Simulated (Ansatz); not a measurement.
## Relative stability

Two relaxed structures of CH$_{3}$SSe (charge -1), singlet (PBE0-D4/def2-TZVPD; forces vanish, vibrations not checked).

A:

```
6
angstrom
C -0.4000 0.4112 -0.2080
S 0.2746 -0.3497 1.2816
Se 1.7514 -1.7732 0.4524
H -1.1550 1.1467 0.0944
H 0.3914 0.9108 -0.7732
H -0.8625 -0.3458 -0.8472
```

B:

```json
{"atom": "C1", "x (Å)": "-0.4206", "y (Å)": "0.4335", "z (Å)": "-0.2392"}
{"atom": "S2", "x (Å)": "1.7627", "y (Å)": "-1.7855", "z (Å)": "0.4654"}
{"atom": "Se3", "x (Å)": "0.3256", "y (Å)": "-0.4051", "z (Å)": "1.3634"}
{"atom": "H4", "x (Å)": "-1.1734", "y (Å)": "1.1664", "z (Å)": "0.0682"}
{"atom": "H5", "x (Å)": "0.3814", "y (Å)": "0.9255", "z (Å)": "-0.7917"}
{"atom": "H6", "x (Å)": "-0.8757", "y (Å)": "-0.3348", "z (Å)": "-0.8660"}
```

Computed with Ansatz 0.2.0 (basis: def2-TZVPPD); correlated methods freeze the cores. Filled d shells of the heavier atoms are correlated. The def2 sets are not built for correlating such inner shells, so the correlated values are less sure here. B3LYP uses VWN-RPA correlation.

Which structure is lower at CCSD(T), and by how much? (To be estimated.)

Computed: A, by 16.7 kJ/mol (electronic energy, against the other). By their contacts, A is CH₃SSe ([CH3][S][Se]), total charge -1 and B is CH₃SSe ([CH3][Se][S]), total charge -1.

All methods give the same order:

```
   method  E(B) − E(A) (kJ/mol)
   PBE-D4                  21.6
r2SCAN-D4                  22.9
  PBE0-D4                  24.0
 B3LYP-D4                  23.2
  wB97M-V                  24.4
       HF                  28.9
      MP2                  16.6
     CCSD                  18.1
  CCSD(T)                  16.7
```

No T1 diagnostic of these runs exceeds 0.012.

Labels in which every atom is bracketed show which atoms are joined, not bond orders.

For scale, one of the runs: CCSD(T)/def2-TZVPPD, 196 basis functions, launched by `ansatz run in.yaml --threads 2 --pin off --events-out ev --progress --plain --max-ram 4352MiB`. Hardware: 2 CPU threads of an Arm Neoverse V1, shared host. Wall time 94 s; peak host memory 2.2 GiB.
